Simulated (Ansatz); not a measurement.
The first iterations of a band of C₂H₅BSi (9 atoms, charge 0, multiplicity 1).

Level of theory: Ansatz 0.2.0, RKS PBE0-D4/6-31G*.

- movable images: 7
- climbing image: yes
- spring: 5.0 eV/Å²
- optimiser: quadratic models (default)
- start path: through a guess of the saddle point
- force threshold: 0.05 eV/Å
- iteration limit: 60
- end points: relaxed

Image 0:

```xyz
9
Properties=species:S:1:pos:R:3
C 0.076 1.005 -0.910
C -0.010 -0.105 0.076
Si 0.312 -1.746 0.585
B -0.562 -0.320 1.451
H 0.022 0.646 -1.944
H -0.707 1.756 -0.756
H 1.042 1.516 -0.802
H 0.979 -2.914 -0.066
H -1.150 0.162 2.367
```

Image 8:

```xyz
9
Properties=species:S:1:pos:R:3
C 0.102 1.011 -0.900
C -0.009 -0.106 0.075
Si 0.460 -1.676 0.683
B -0.796 -0.420 1.309
H -0.805 1.625 -0.932
H 0.930 1.670 -0.608
H 0.323 0.657 -1.912
H 1.430 -2.715 0.218
H -1.634 -0.046 2.067
```

| iteration | highest image above the first end (eV) | largest band force component (eV/Å) |
| --- | --- | --- |
| 1 | 0.980 | 5.951 |
| 2 | 0.074 | 1.223 |

Does the band converge within its limit, and where does its top end?

The run converged. It ended after 6 iterations with the highest image 0.001 eV above the first end. The top lies less than 8 meV above the higher end, about what the thresholds resolve: that end is a shoulder or a very shallow well. A vibrational analysis at the climbing image gives no mode beyond 40i cm⁻¹: the surface is too flat there to confirm a saddle point.

The run took 2.2 min on 1 thread of Arm Neoverse V2, with other jobs on the host, peak memory 0.24 GiB.
